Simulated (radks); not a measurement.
Values are calculated unless marked as measured or tabulated.
Numerical settings for neutral helium, [He]. Level of theory: Dirac Kohn-Sham, BLYP, spin-unpolarised, spherical densities, point nucleus (a radial shooting solver on a logarithmic mesh with Libxc functionals). The defaults (mesh step 0.008 in ln r, mesh end at 40 bohr or more with all orbitals vanishing there, Anderson mixing 0.5 over 9 steps, residual threshold near 1e-9 with the energy settled to 1e-9 hartree or 1e-11 of itself, here a cap of 95 iterations) give E = -2.9072 hartree and 1s1/2 at -15.916 eV in 14 iterations. Run on one thread of a shared host, so times are rough (Arm Neoverse N1): 0.04 s of CPU time, 0.04 s wall, 14 iterations on 2476 mesh points. Changes against that run (0 stands for a change within the tolerance of the run):

| setting | iterations | converged | E (mhartree) | e(1s1/2) (meV) | CPU (s) |
|---|---|---|---|---|---|
| mesh step in ln r 0.12 | 95 | no | -1.38e+04 | - | 0.09 |
| mesh step in ln r 0.08 | 14 | yes | 0 | 0 | 0.01 |
| mesh step in ln r 0.2 | 95 | no | -1.31e+04 | - | 0.06 |
| mesh end (bohr) 12 | 14 | yes | 0 | 0 | 0.03 |
| mesh end (bohr) 20 | 14 | yes | 0 | 0 | 0.04 |
| residual threshold 1e-16 | 95 | no | 0 | 0 | 0.22 |
| residual threshold 1e-05 | 9 | yes | 0 | 0 | 0.03 |
| mixing 0.01 | 19 | yes | 0 | 0 | 0.05 |
| linear mixing, mixing 0.05 | 95 | no | +0.000365 | -83.6 | 0.18 |
| linear mixing, mixing 0.5 | 30 | yes | 0 | 0 | 0.06 |
| mixing history 3 | 13 | yes | 0 | 0 | 0.03 |
| iteration cap 2 | 2 | no | +7.06 | -1.03e+04 | 0.01 |

No run marked as converged misses the energy by more than 1 mhartree. A mesh that ends early acts as a hard wall.
